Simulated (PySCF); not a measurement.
## Frontier orbitals and the lowest excitations

C₄H₈FNSi₂.
Numbering: `[N:1]#[C:2][Si@@H:3]1[SiH2:4][CH2:5][CH2:6][C@H:7]1[F:8]` (hydrogens: H9 on Si3; H10, H11 on Si4; H12, H13 on C5; H14, H15 on C6; H16 on C7)

Method: TDDFT wB97X-D/def2-SVPD, vertical, gas phase, core orbitals frozen in the response (PySCF). Geometry: GFN2-xTB, one conformer, isolated molecule.

Kohn–Sham orbitals with the atoms that hold most of them (Löwdin shares over 4%, at most four atoms; ? is withheld):

```
orbital  ε (eV)                             atoms
 LUMO+2    1.28   Si4 29%, Si3 17%, H11 9%, C2 8%
 LUMO+1    0.84  Si3 27%, Si4 20%, C2 14%, N1 11%
   LUMO    0.79  Si3 29%, C2 16%, N1 14%, Si4 13%
   HOMO  -10.02                                 ?
 HOMO-1  -11.04                                 ?
 HOMO-2  -11.30   Si4 22%, C5 13%, C6 13%, Si3 9%
 HOMO-3  -11.74    F8 26%, C7 20%, C6 16%, C5 12%
```

Give the leading atoms of the HOMO-1.

C5 (bonded to C, Si and 2 H) 18%; Si3 (bonded to 2 C, Si and H) 12%; C7 (bonded to C, F, Si and H) 11%; Si4 (bonded to C, Si and 2 H) 11%. By element: carbon 30% or more, silicon 23%.

Give the leading atoms of the HOMO.

Si3 (bonded to 2 C, Si and H) 22%; Si4 (bonded to C, Si and 2 H) 18%; C7 (bonded to C, F, Si and H) 17%; F8 (bonded to C) 10%. By element: silicon 40%, carbon 17% or more, fluorine 10%.

How does S1 compare with the orbital gap of 10.81 eV?

S1 is at 6.18 eV (f = 0.0059), 4.63 eV below the gap, made of HOMO→LUMO+1 (65%), HOMO→LUMO (30%). Its leading pair isn't HOMO and LUMO; the energies of that pair differ by 10.86 eV. 

Next come S2 at 6.58 eV (f 0.112), HOMO→LUMO (52%), HOMO→LUMO+1 (23%); S3 at 7.06 eV (f 0.062), HOMO→LUMO+2 (34%), HOMO-1→LUMO+1 (23%); S4 at 7.18 eV (f 0.085), HOMO→LUMO+2 (34%), HOMO-1→LUMO (15%), HOMO-1→LUMO+1 (10%); S5 at 7.37 eV (f 0.043), HOMO-1→LUMO+1 (48%), HOMO-1→LUMO (26%).

Löwdin shares depend on the basis, the more so with diffuse functions.

On one thread, Arm Neoverse V2 (aarch64), on a shared host, this took 65 s wall and 1.1 GiB of memory at its peak.
